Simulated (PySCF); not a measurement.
An unknown shows these calculated signals:

1H NMR (400 MHz, computed): δ 7.85 (m, 1H), 7.62 (d, 1H), 6.87 (m, 1H), 6.83 (m, 1H), 6.69 (m, 1H), 6.61 (m, 1H).

13C{1H} NMR (computed): δ 147.2 (C), 129.0 (C), 126.3 (CH), 122.0 (CH), 119.9 (CH), 117.2 (CH), 100.8 (CH), 100.5 (CH).

Gas phase, relativity neglected, one conformer. Structure optimised with GFN2-xTB; NMR shieldings at PBE0/pcSseg-1/GIAO; PySCF 2.14.

Chemical shifts δ = σref − σ; 1H, 13C against TMS, all at this level.

Problem. Which of these does the molecule contain: an N-methyl group, an amide, a heteroaromatic ring, an NH or NH2 group?

Solution. 
- An N-methyl group: no.
- An amide: no.
- A heteroaromatic ring: yes.
- An NH or NH2 group: no.

The data belong to SMILES Fc1ccc2ccccn12, C8H6FN; they needn't prove each group on their own.

Carbon signals by region: 8 in the sp2 and nitrile region (100–160 ppm).

Splittings by 19F in the carbon and heteronuclear signals aren't shown, as no couplings were computed. Shifts are as computed. Against solution values, carbons near 30 ppm lie about +3 ppm off and those near 130 ppm about +5 ppm. Of 1211 compounds with measured shifts, 218 miss one by over three times the rms of a fit or turn the order of signals round; such compounds aren't used in these exercises. No couplings were computed; multiplicities are counted from neighbouring protons, with m where these are inequivalent, close in shift, in a saturated or five-membered ring or joined by F or P, and br s for small geminal =CH2 splittings.
